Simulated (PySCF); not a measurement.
# Orbital picture of ZnO

M06 at R = 1.871 Å; Zn def2-TZVPPD, O def2-TZVPPD; no relativity (PySCF 2.14). State: ³Π (triplet), unpaired electrons σ ↑, π ↑. Only the outer orbitals are listed, counted within each symmetry.

```json
{"spin": "α", "orbital": "9σ", "occ.": "1", "ε (eV)": "-10.75", "on Zn (%)": "31", "main shells (%)": "69 O p, 22 Zn s"}
{"spin": "α", "orbital": "4π", "occ.": "1", "ε (eV)": "-10.65", "on Zn (%)": "4", "main shells (%)": "96 O p"}
{"spin": "α", "orbital": "4π", "occ.": "1", "ε (eV)": "-9.29", "on Zn (%)": "4", "main shells (%)": "96 O p"}
{"spin": "α", "orbital": "10σ", "occ.": "1", "ε (eV)": "-6.38", "on Zn (%)": "95", "main shells (%)": "83 Zn s, 11 Zn p, 9 O p"}
{"spin": "α", "orbital": "5π", "occ.": "0", "ε (eV)": "-1.26", "on Zn (%)": "109", "main shells (%)": "109 Zn p"}
{"spin": "β", "orbital": "9σ", "occ.": "1", "ε (eV)": "-9.05", "on Zn (%)": "40", "main shells (%)": "59 O p, 36 Zn s"}
{"spin": "β", "orbital": "4π", "occ.": "1", "ε (eV)": "-7.81", "on Zn (%)": "5", "main shells (%)": "95 O p"}
{"spin": "β", "orbital": "10σ", "occ.": "0", "ε (eV)": "-3.67", "on Zn (%)": "88", "main shells (%)": "70 Zn s, 16 O p, 15 Zn p"}
{"spin": "β", "orbital": "4π", "occ.": "0", "ε (eV)": "-3.61", "on Zn (%)": "13", "main shells (%)": "86 O p, 12 Zn p"}
```

Problem. Which are the highest filled and the lowest empty level, where do they sit, and how wide is the gap?

Solution. Highest filled α 10σ at -6.38 eV (in %: 83 Zn s, 11 Zn p, 9 O p); lowest empty β 10σ at -3.67 eV (in %: 70 Zn s, 16 O p, 15 Zn p); the gap at M06 is 2.71 eV.

The bond order (Mayer) is 0.68 and the ⟨S²⟩ is 2.012. The charge on Zn (Mulliken, basis-dependent) is 0.21. The charge on Zn (Löwdin, basis-dependent) is 0.57 and the dipole moment (positive dipole means Zn(−)O(+)) is -2.47 D.

Shares are Mulliken populations and can fall outside 0 to 100 %.

The state was picked by a PBE0 search and need not be the measured ground state.
